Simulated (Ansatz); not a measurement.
Ideal-gas functions of `[O]=[W]([F])([F])=[S]` at 600 K and 1 bar, from an Ansatz frequency run at PBE0-D4/def2-TZVP.

Molar mass 269.9 g/mol, point group Cs (symmetry number 1), electronic degeneracy 1, moments of inertia 156.455, 223.557, 247.767 u Å². Harmonic wavenumbers (cm⁻¹, unscaled): 182, 193, 209, 262, 289, 576, 708, 713, 1057.

Use S(trans) = R[1.5 ln M + 2.5 ln T − 1.1517]; rotational temperatures θ = 24.2544 K / I; S(rot) = R[ln(√π/σ · √(T³/θAθBθC)) + 1.5]; for each mode x = 1.438777 ν̃/T, S = R[x/(eˣ − 1) − ln(1 − e⁻ˣ)] and H = RT x/(eˣ − 1); 1 cm⁻¹ = 0.0119627 kJ/mol; R = 8.31446 J/(mol·K).

Question: By hand: the entropy, in J/(mol·K).

Answer: Translation 193.2. Rotation: θ = 0.155, 0.1085, 0.0979 K, giving 123.7. Vibration, mode by mode: 15.27, 14.79, 14.14, 12.31, 11.53, 6.26, 4.85, 4.80, 2.50, in all 86.5. Electronic 0.0. Sum 403.4 J/(mol·K).

Question: By hand: H − E and G − E in kJ/mol, counted from the electronic energy.

Answer: Zero-point energy ½ × 4189 × 0.0119627 = 25.1; thermal vibration 26.0; translation, rotation and pV give 4 RT = 20.0. H − E = 71.1 kJ/mol, and G − E = 71.1 − 600 × 403.4/1000 = -170.9 kJ/mol.

Vibration gives 21 % of the entropy.
